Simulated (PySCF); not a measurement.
AlH2F, SMILES [F][AlH2]. Geometry optimised at TPSSh-D3(BJ)/def2-TZVP.

PySCF 2.14.0 with TDDFT-B3LYP/def2-TZVPD puts the lowest singlet excitations at 5.77, 7.31, 7.96, 8.18, 8.36, 8.61 eV.

### Question
What are the lowest excitation roots from ADC(2)/aug-cc-pVDZ (PySCF)? (An estimate is asked for; the answer gives what the named calculation found.)

### Answer
6.29, 8.05, 8.87, 8.92, 9.19, 9.88 eV. S1 differs by 0.52 eV (second minus first; roots are paired by order, and the bases may differ).
